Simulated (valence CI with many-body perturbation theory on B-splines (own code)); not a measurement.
**Which ion has this spectrum?**

A relativistic CI+MBPT calculation for an atom or ion with 5 electrons gives these levels (eV):

```tsv
J	Parity	E	g
1/2	odd	0.0	0.63
1/2	even	197.3	2.11
3/2	odd	613.6	1.31
3/2	even	751.2	1.64
5/2	even	786.7	1.33
1/2	even	843.4	1.24
3/2	even	844.7	0.97
3/2	odd	1052.7	1.34
5/2	even	1382.8	1.42
1/2	even	1468.4	1.90
3/2	even	1469.3	1.18
3/2	odd	1628.7	1.44
5/2	odd	1649.9	1.17
1/2	odd	1694.4	0.63
```

The energies are calculated, and their last digits are not significant.

(1) Which is it?
A. Eu58+
B. Pm56+
C. Ce53+
D. Sm57+

## Answers

(1) B. Pm56+, ground level (2s^2 2p1/2) J=1/2.
